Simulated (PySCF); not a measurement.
Dipole moment of molecules with a metal or metalloid centre, at PBE and at PBE0.

Values in D, from PySCF. Where two bases are given, the first is that of PBE. PBE0 is a level with its own limits.

```tsv
system	basis	PBE	PBE0	PBE − PBE0
BC[SiH2]c1ccccc1 singlet	def2-SVP	0.96	0.88	0.08
B/C=[CH]\[GeH3] singlet	def2-TZVP	1.12	1.04	0.08
CC[SiH2][SiH2]C singlet	def2-SVP	0.17	0.16	0.00
[BH3-][NH3+] singlet	def2-TZVP	5.46	5.50	-0.04
O[SiH2][SeH] singlet	def2-TZVP	1.63	1.70	-0.07
[CH3][In]([CH3])[CH3] singlet	def2-TZVP	0.02	0.02	0.00
N#C[SiH2][SiH2][SiH3] singlet	def2-TZVP	3.67	3.77	-0.09
B[SiH2]S singlet	def2-TZVP	0.91	1.02	-0.12
Bc1ccccc1N singlet	def2-TZVP	2.39	2.20	0.19
BCO singlet	def2-TZVP	0.97	1.13	-0.16
Oc1cccc([SiH3])c1 singlet	def2-TZVP	0.78	0.75	0.03
B1NBNBN1 singlet	def2-TZVP	0.00	0.00	0.00
[GeH3][CH2]Br singlet	def2-TZVP	1.58	1.68	-0.10
CC[SiH2]C(F)(F)F singlet	def2-TZVP	2.85	3.06	-0.21
[GeH3][CH2][SiH2]c1cccs1 singlet	def2-SVP	1.32	1.38	-0.06
```

The mean difference from PBE0 is -0.03 D (median -0.04) and the mean absolute one 0.08 D (median 0.08); PBE lies above in 6 and below in 9 of 15 cases. It is closest for B1NBNBN1 singlet (0.00), [CH3][In]([CH3])[CH3] singlet (0.00), CC[SiH2][SiH2]C singlet (0.00) and furthest off for CC[SiH2]C(F)(F)F singlet (-0.21), Bc1ccccc1N singlet (0.19), BCO singlet (-0.16).
